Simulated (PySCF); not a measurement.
Vertical excitations of a molecule CH₃GeNO from TDA-LC-ωPBE/def2-SVPD run with PySCF, as energy in eV (oscillator strength): 7.33 (0.000), 7.62 (0.005), 7.66 (0.002), 7.79 (0.001), 7.82 (0.002), 8.64 (0.040), 8.65 (0.040), 9.09 (0.044), 9.13 (0.036), 9.34 (0.003). Lowest triplet (TDA): 6.57 eV. Geometry: B3LYP-D3(BJ)/def2-SVP. The values are those of a single conformer.

Task: Which structure fits?
A. C1=[N][GeH2][O]1
B. O=C=[N][GeH3]
C. N#C[O][GeH3]

Result: B, O=C=[N][GeH3]
